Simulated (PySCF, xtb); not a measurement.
CH6AlNO2, SMILES C[NH][Al]([OH])[OH].

GFN2-xTB in xtb at its own geometry gives an orbital gap of 3.24 eV and a dipole moment of 0.70 D.

Geometry: B3LYP-D3(BJ)/def2-SVP. The structure was generated by enumeration; whether it is a known compound was not checked. One conformer was computed; it need not be the lowest.

**Question.** What does PBE/def2-TZVP (PySCF) give? (An estimate is asked for; the answer gives what the named calculation found.)

**Answer.** gap 4.25 eV (levels -5.25 and -1.00 eV), dipole 1.56 D.
